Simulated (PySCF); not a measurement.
# Fe¹⁷⁺: fine-structure interval

Fe¹⁷⁺ [He] 2s2 2p5 [2p1/2^2 2p3/2^3, M_J = 3/2] → Fe¹⁷⁺ [He] 2s2 2p5 [2p1/2^1 2p3/2^4, M_J = 1/2], as a difference of total energies. All numbers are calculated (PySCF 2.14, the two-component X2C-1e Hamiltonian, in an even-tempered Gaussian basis (18 s from 3.8 bohr⁻², ratio 2.4; 12 p from 4.9 bohr⁻², ratio 2.4; 5 d from 22 bohr⁻², ratio 2.6; 5 f from 33 bohr⁻², ratio 2.6)). Correlated levels: nothing frozen; the 36 highest virtual spinors dropped. "Screened" scales the spin-orbit matrix elements by Boettger's factors to mimic the two-electron term; Breit and QED terms are absent.

| method | fine-structure interval (cm⁻¹) |
| --- | --- |
| GHF (screened spin-orbit) | 105450 |
| GMP2 (screened spin-orbit) | 106220 |
| GHF (bare spin-orbit) | 114390 |
